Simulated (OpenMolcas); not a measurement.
4s² 4p⁴ along the 34-electron sequence

| Property | Result |
| --- | --- |
| Program | OpenMolcas 26.06 |
| Method | CASSCF |
| Basis | ANO-RCC-VQZP |
| Scalar Hamiltonian | DKH2, point nucleus |
| Spin-orbit coupling | state interaction with AMFI integrals over the reference wave functions, term energies averaged over their components |

Active space for each ion: 6 electrons in 8 orbitals (4s 4p 5s 5p).

Computed levels in cm-1 above ³P₂:

| Level | Se | Br+ | Kr2+ |
| --- | --- | --- | --- |
| ³P₁ | 1767 | 2774 | 4057 |
| ³P₀ | 2278 | 3439 | 4802 |
| ¹D₂ | 11523 | 14241 | 16903 |
| ¹S₀ | 20888 | 26029 | 31014 |
| weight of ³P in the lowest level (%) | 99 | 98 | 98 |

Measured, with the error of the calculation in %. Measured levels: Se, Br+ from NIST Handbook of Basic Atomic Spectroscopic Data; Kr2+ from Saloman, J. Phys. Chem. Ref. Data 36, 215 (2007).

```
Level            Se            Br+           Kr2+
  ³P₁  1989 (-11.2)   3136 (-11.6)   4548 (-10.8)
  ³P₀  2534 (-10.1)   3837 (-10.4)    5313 (-9.6)
  ¹D₂  9576 (+20.3)  12089 (+17.8)  14644 (+15.4)
  ¹S₀  22446 (-6.9)   27867 (-6.6)   33080 (-6.2)
```

The fine-structure level ³P₀ changes by a factor of 2.11 from Se to Kr2+. Its fourth root runs 6.91, 7.66, 8.32, with steps per unit of Z of 0.75, 0.67; equal steps would mean a (Z - σ)^4 law with constant σ.

¹D₂ changes by a factor of 1.47 over the same range, with steps per unit of Z of +2720, +2660 cm-1.

Without dynamic correlation excited terms often stand tens of per cent too high (terms of higher spin than the ground term too low), and those without a measured partner can miss by more than the paired ones (holds for Se; Br+). Active for correlation alone: 5p 5s; no level in the range computed is led by a configuration that fills them, so any true level of that kind is missing (holds for Se; Kr2+). The run also gave levels led by 4s² 4p³ 5s, which use shells meant for correlation; these and all levels above them are left out (holds for Br+). Computed and measured levels are paired by configuration, term and J; levels that our copy of the source lacks, or whose pairing is in doubt (as where it misses far off the trend of its configuration), stay unpaired and out of the deviations. Levels of configurations outside the active space are missing.
